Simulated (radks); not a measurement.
Spherical jellium clusters: N electrons in a uniform positive sphere of charge N and radius rs N^(1/3), rs = 4.84 bohr. Method: non-relativistic Kohn-Sham, LDA (Slater exchange, Perdew-Wang correlation), spin-polarised, spherical densities; computed with a radial shooting solver with Libxc functionals. Levels are named by radial order and angular momentum (1s, 1p, 1d, 2s, ...), and open shells are averaged over m.

N = 5, configuration 1s2 1p(up 3, down 0). This is the lowest configuration that the search found. Occupied and some empty levels:

level    occupation  eigenvalue (eV)  <r> (bohr)
1s up             1          -3.7235       5.677
1s down           1          -3.1425       5.698
1p up             3          -2.6298       6.920
1p down           0          -2.0611       7.191
1d up             0          -1.3389       8.239
2s up             0         -0.99570       8.765
1d down           0         -0.87413       8.844
2s down           0         -0.72683       9.550
1f up             0        -0.070644       10.69

Energy (eV): total -8.33492, kinetic 6.6094, external -96.572, Hartree 47.527, exchange-correlation -15.218, background 49.318.
